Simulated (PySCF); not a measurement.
Computed IR spectrum (relative IR intensity) of a molecule C3H7BO3. Geometry: PBE-D3(BJ)/def2-SVP. Other conformers were not sampled. All values below come from PBE-D3(BJ)/def2-SVP (PySCF 2.14.0). No scaling factor is applied to the harmonic values.

| ν (cm⁻¹) | relative intensity |
|---|---|
| 626 | 3.0 |
| 641 | 19 |
| 871 | 3.8 |
| 892 | 13 |
| 960 | 9.0 |
| 1028 | 5.4 |
| 1212 | 100 |
| 1221 | 7.6 |
| 1302 | 74 |
| 1326 | 4.1 |
| 1351 | 11 |
| 1422 | 26 |
| 1809 | 39 |
| 3095 | 2.1 |
| 3706 | 7.4 |

### Question
Which structure fits?
A. CB(O)OC(C)=O
B. OB1COC[C@H]1O
C. CO[C@H]1CB(O)O1
D. CC(=O)CB(O)O

### Answer
A, CB(O)OC(C)=O
